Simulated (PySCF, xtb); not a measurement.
(2S)-2-methylthietane (C₄H₈S), SMILES C1C[C@H](C)S1.

Harmonic wavenumbers (cm⁻¹) from xtb with GFN2-xTB at its own minimum, in rising order: 66, 207, 279, 391, 531, 678, 751, 811, 916, 932, 1006, 1023, 1048, 1124, 1148, 1174, 1197, 1205, 1264, 1311, 1404, 1452, 1479, 1480, 1493, 2950, 2986, 2998, 3004, 3013, 3015, 3036, 3041.

What does PySCF 2.14.0 with B3LYP-D3(BJ)/def2-SVP give at its own minimum? (Estimate from the structure and the level; the computed values follow.)

110, 242, 288, 406, 524, 633, 706, 810, 896, 921, 984, 1004, 1027, 1119, 1155, 1190, 1240, 1243, 1294, 1359, 1396, 1454, 1458, 1468, 1477, 3019, 3044, 3052, 3060, 3099, 3100, 3120, 3127. Paired by order, the mean absolute difference is 34 cm⁻¹ and the zero-point energies are 69.2 and 70.1 kcal/mol.
